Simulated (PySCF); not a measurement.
# Correlation energy of Hg (mercury, neutral)

[Xe] 4f14 5d10 6s1 6p1, high-spin 3P determinant (an excited configuration). Computed with PySCF 2.14 in x2c-TZVPPall (11s7p7d3f1g, 97 functions), with the spin-free X2C one-electron Hamiltonian (Gaussian nucleus). Frozen: [Kr] 4d10 4f14; 20 electrons correlated.

```csv
level,correlation energy (mhartree)
CCSD,-557.12
(T),-15.49
CCSD(T),-572.61
```

Diagnostics: T1 = 0.011, D1 = 0.0471, largest double amplitude 0.032.

Is a single reference adequate?

Yes, within this model without spin-orbit coupling: T1 lies below 0.03 and no double amplitude reaches 0.07.

The basis was made for the ground configuration and has no added diffuse functions, which can raise the energy of the promoted electron.

This basis was not built for core-valence correlation, so the inner-shell part is incomplete.
